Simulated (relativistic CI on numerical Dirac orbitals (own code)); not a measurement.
## d6 in a ligand field

Computed with a parametric ligand-field model of a d^n configuration (Racah B and C, spin-orbit zeta, crystal field), exact diagonalisation.

Field parameters in Wybourne normalisation: D4h B²₀ = −7Ds, B⁴₀ = 21(Dq − Dt), B⁴₄ = 21√(5/14) Dq; Oh B⁴₀ = 21Dq, B⁴₄ = √(5/14) B⁴₀. The field is a parameter set, without covalency.

(1) Ground term and bands for B = 690, C = 2550, ζ = 0 cm⁻¹, Oh, 10Dq = 7250 cm⁻¹?

(2) Ground term and bands for B = 680, C = 3150, ζ = 0 cm⁻¹, D4h, 10Dq = 13650, Ds = -1500, Dt = 570 cm⁻¹?

(3) Ground term and bands for B = 300, C = 1510, ζ = 0 cm⁻¹, Oh, 10Dq = 4100 cm⁻¹?

(4) Ground term and bands for B = 360, C = 1560, ζ = 0 cm⁻¹, D4h, 10Dq = 31200, Ds = -470, Dt = 830 cm⁻¹?

(5) Ground term and bands for B = 780, C = 3760, ζ = 0 cm⁻¹, D4h, 10Dq = 26400, Ds = 650, Dt = 930 cm⁻¹?

Results:

(1) Ground term 5T2 with 2.00 electrons in the two orbitals of the cubic e set. Spin-allowed: 5E 7250 cm⁻¹ (1379 nm). Lowest spin-forbidden: 1A1 7097 cm⁻¹ (1409 nm), 3T1 7398 cm⁻¹ (1352 nm), 3T2 10262 cm⁻¹ (974 nm).

(2) Ground term 5B2 with 2.00 electrons in the two orbitals of the cubic e set. Spin-allowed: 5E 7350 cm⁻¹ (1361 nm), 5B1 13650 cm⁻¹ (733 nm), 5A1 16800 cm⁻¹ (595 nm). Lowest spin-forbidden: 3E 10097 cm⁻¹ (990 nm), 1A1 10292 cm⁻¹ (972 nm), 3E 13458 cm⁻¹ (743 nm).

(3) Ground term 5T2 with 2.00 electrons in the two orbitals of the cubic e set. Spin-allowed: 5E 4100 cm⁻¹ (2439 nm). Lowest spin-forbidden: 1A1 4118 cm⁻¹ (2429 nm), 3T1 4186 cm⁻¹ (2389 nm), 3T2 5548 cm⁻¹ (1803 nm).

(4) Ground term 1A1 with 0.01 electrons in the two orbitals of the cubic e set. Spin-allowed: 1E 22573 cm⁻¹ (443 nm), 1E 29351 cm⁻¹ (341 nm), 1A2 29952 cm⁻¹ (334 nm), 1B2 32889 cm⁻¹ (304 nm). Lowest spin-forbidden: 3E 19236 cm⁻¹ (520 nm), 3E 23514 cm⁻¹ (425 nm), 3A2 26669 cm⁻¹ (375 nm).

(5) Ground term 1A1 with 0.06 electrons in the two orbitals of the cubic e set. Spin-allowed: 1E 15403 cm⁻¹ (649 nm), 1A2 23995 cm⁻¹ (417 nm), 1B2 26638 cm⁻¹ (375 nm), 1E 29783 cm⁻¹ (336 nm). Lowest spin-forbidden: 3E 6989 cm⁻¹ (1431 nm), 5B2 8468 cm⁻¹ (1181 nm), 5E 11168 cm⁻¹ (895 nm).
